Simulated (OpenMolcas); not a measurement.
## Ni VIII: effect of the active space

```json
{"Program": "OpenMolcas", "Method": "CASSCF or its RAS form", "Basis": "ANO-RCC-VQZP", "Scalar Hamiltonian": "DKH2, point nucleus", "Spin-orbit coupling": "RASSI with atomic mean-field integrals over the reference wave functions, term energies averaged over their components"}
```

A. 3 electrons in 5 orbitals (3d); 2S+1 = 4 even, 10 roots; 2S+1 = 2 even, 40 roots; cost roughly 19 core-seconds
B. 9 electrons in 8 orbitals (RAS1 3p, at most 2 holes; RAS2 3d); 2S+1 = 4 even, 10 roots; 2S+1 = 2 even, 40 roots; cost roughly 30 core-seconds
C. 3 electrons in 10 orbitals (3d 4d); 2S+1 = 4 even, 10 roots; 2S+1 = 2 even, 40 roots; cost roughly 40 core-seconds

Energies in eV above 3d3 4F 3/2, the measured ground level; measured values from Corliss and Sugar, J. Phys. Chem. Ref. Data 10, 197 (1981).

| Level | A | B | C | Measured |
| --- | --- | --- | --- | --- |
| 3d3 4F 3/2 | 0.0000 | 0.0000 | 0.0000 | 0.0000 |
| 3d3 4F 5/2 | 0.1164 | 0.1193 | 0.1171 | 0.1255 |
| 3d3 4F 7/2 | 0.2715 | 0.2774 | 0.2730 | 0.2708 |
| 3d3 4F 9/2 | 0.4586 | 0.4673 | 0.4611 | 0.4613 |
| 3d3 4P 1/2 | 3.5116 | 3.3053 | 3.4710 | 2.8840 |
| 3d3 4P 3/2 | 3.5438 | 3.3306 | 3.5041 | 2.9397 |
| 3d3 2G 7/2 | 3.6522 | 3.6426 | 3.5955 |  |
| 3d3 4P 5/2 | 3.6977 | 3.4983 | 3.6612 | 3.0586 |
| 3d3 2G 9/2 | 3.7950 | 3.7956 | 3.7404 |  |
| 3d3 2P 3/2 [59 %] | 4.7881 | 4.3530 | 4.7197 |  |
| 3d3 2P 1/2 | 4.7973 | 4.3767 | 4.7369 |  |
| 3d3 2H 9/2 | 4.8295 | 5.0415 | 4.7596 |  |
| 3d3 2H 11/2 | 4.9273 | 5.1482 | 4.8602 |  |
| 3d3 2D 3/2(1) [64 %] | 5.3415 | 4.8797 | 5.2649 |  |
| 3d3 2D 5/2(1) | 5.3618 | 4.8993 | 5.2811 |  |
| 3d3 2F 7/2 | 8.1748 | 8.0000 | 8.0730 |  |
| 3d3 2F 5/2 | 8.2389 | 8.0643 | 8.1369 |  |
| 3d3 2D 5/2(2) | 12.7347 | 11.8919 | 12.5125 |  |
| 3d3 2D 3/2(2) | 12.8109 | 11.9832 | 12.5834 |  |

Deviations, from unrounded energies. A percentage is the sum of absolute deviations over the sum of measured energies, with the sign that they share, or ± where signs differ.

```tsv
Against measurement	Levels	A	B	C
mean absolute deviation (cm-1)	6	2500	1700	2400
fine structure of the ground term (%)	3	±1.5	±2.2	±1.3
other terms of the ground configuration (%)	3	+21.1	+14.1	+19.7
```

B lies closest to measurement on these levels and A furthest from it. The largest miss of B in the table is 3d3 4P 5/2, by +3500 cm-1. The ranking rests on the paired levels alone, and a cruder setting can come out closer through cancelling errors.

Among A to C the level of the table that moves most is 3d3 2D 5/2(2), by 6800 cm-1 (lowest in B, highest in A).

Without dynamic correlation excited terms often stand tens of per cent too high (terms of higher spin than the ground term too low), and those without a measured partner can miss by more than the paired ones. Active for correlation alone: 3p; no level in the range computed is led by a configuration that opens it, so any true level of that kind is missing (holds for B). Active for correlation alone: 4d; no level in the range computed is led by a configuration that fills it, so any true level of that kind is missing (holds for C). Computed and measured levels are paired by configuration, term and J; levels that our copy of the source lacks, or whose pairing is in doubt (as where it misses far off the trend of its configuration), stay unpaired and out of the deviations. Only configurations of the active space appear.

A share in square brackets marks a mixed level and gives the weight of the term that names it, the lowest over the columns. A number in round brackets counts repeated terms of one configuration in the order of the reference energies.
